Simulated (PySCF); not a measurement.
Run record: excited-state job, `[SiH3]C#CC[SiH2]Br`.

Computed with TDDFT CAM-B3LYP/def2-SVPD, vertical, gas phase, core orbitals frozen in the response (PySCF 2.14.0, density-fitted response routines). Geometry: GFN2-xTB. A driver script takes a list of jobs; this job's settings line and coordinates (Å) are shown.

Command:
```bash
OMP_NUM_THREADS=1 python probes_run.py task.json out
```

Input:
```
{"job": {"kind": "uv", "xc": "CAM-B3LYP", "basis": "def2-SVPD", "nstates": 8, "ntriplets": 3}, "charge": 0, "multiplicity": 1}
Si    -3.029607     0.638959     0.148581
C     -1.270347     0.101558     0.270865
C     -0.126281    -0.263522     0.378436
C      1.253868    -0.674484     0.455724
Si     2.214867    -0.055054    -1.065949
Br     4.308805    -0.762279    -0.804374
H     -3.334127     1.487269     1.303370
H     -3.877835    -0.555286     0.138012
H     -3.182775     1.392224    -1.100561
H      1.698627    -0.277196     1.373490
H      1.303328    -1.766125     0.517875
H      2.292221     1.396715    -1.117606
H      1.744867    -0.662292    -2.301510
```

Output:
```
coarse grid: 53000 points
cycle   1  E = -3271.1033905016  dE = -5.999e-01  |g| = 3.942e-01  |ddm| = 8.871e+00
cycle   2  E = -3271.1169967923  dE = -1.361e-02  |g| = 3.414e-01  |ddm| = 2.369e+00
cycle   3  E = -3271.1476097517  dE = -3.061e-02  |g| = 1.094e-01  |ddm| = 6.884e-01
cycle   4  E = -3271.1502265529  dE = -2.617e-03  |g| = 3.820e-02  |ddm| = 2.038e-01
cycle   5  E = -3271.1506086795  dE = -3.821e-04  |g| = 7.295e-03  |ddm| = 8.402e-02
cycle   6  E = -3271.1506188586  dE = -1.018e-05  |g| = 1.130e-03  |ddm| = 2.566e-02
cycle   7  E = -3271.1506191803  dE = -3.217e-07  |g| = 4.085e-04  |ddm| = 4.068e-03
final grid: 108160 points
cycle   8  E = -3271.1506282141  dE = -3.018e-08  |g| = 3.550e-04  |ddm| = 5.923e-03
cycle   9  E = -3271.1506282172  dE = -3.115e-09  |g| = 3.435e-04  |ddm| = 1.219e-03
cycle  10  E = -3271.1506282442  dE = -2.701e-08  |g| = 5.061e-05  |ddm| = 4.973e-04
cycle  11  E = -3271.1506282449  dE = -6.430e-10  |g| = 9.942e-06  |ddm| = 8.190e-05
converged SCF energy = -3271.1506282449

Static polarisability (au): isotropic 112.251, principal 84.715 90.203 161.836

Singlet excitations
state   eV       nm        f      main configurations
  1   5.9746    207.5   0.00002   H->L+3 0.57, H-1->L 0.14, H-1->L+2 0.08
  2   6.1408    201.9   0.05314   H->L 0.42, H-1->L+3 0.30, H->L+2 0.10
  3   6.2043    199.8   0.00002   H-1->L 0.33, H->L+3 0.28, H-1->L+2 0.17
  4   6.7164    184.6   0.02515   H->L 0.39, H->L+1 0.19, H->L+2 0.15
  5   6.9153    179.3   0.01367   H-2->L 0.77
  6   7.0580    175.7   0.02560   H-3->L 0.45, H->L+1 0.41
  7   7.1091    174.4   0.00794   H-1->L+1 0.47, H-1->L 0.29, H-1->L+2 0.12
  8   7.4602    166.2   0.04152   H->L+2 0.25, H-3->L 0.24, H->L+1 0.23

Triplet excitations (Tamm-Dancoff, eV): 5.0112 5.4514 5.4557
```

The SCF starts on a coarse grid where the log names one; the energy can jump when the final grid takes over, and dE then counts from the start density on the new grid. H and L stand for HOMO and LUMO; the number after each pair is its weight.

Question: How does the lowest singlet excitation compare with the HOMO–LUMO gap?

Answer: HOMO -8.96 eV and LUMO 0.51 eV give a gap of 9.47 eV; S1 at 5.97 eV lies 3.50 eV below it.

Question: Which computed singlet has the largest oscillator strength, and what do all of them sum to?

Answer: State 2 at 6.14 eV (202 nm), f = 0.053; the 8 states sum to 0.167.

Main results: HOMO -8.96 eV, LUMO 0.51 eV; lowest singlet 5.97 eV; lowest triplet 5.01 eV (Tamm–Dancoff); mean polarisability 112.3 au.

 Relativistic effects, spin–orbit coupling among them, are left out although an element past zinc is present.

Time: 57 s of wall time (grids of density and orbitals included); peak memory 0.95 GiB. Hardware: an Arm Neoverse V2 with one thread, shared host with 96 logical CPUs at a one-minute load of 73.

One conformer stands for the species.
Labels such as C1 count atoms from 1, the log's own numbers from 0.
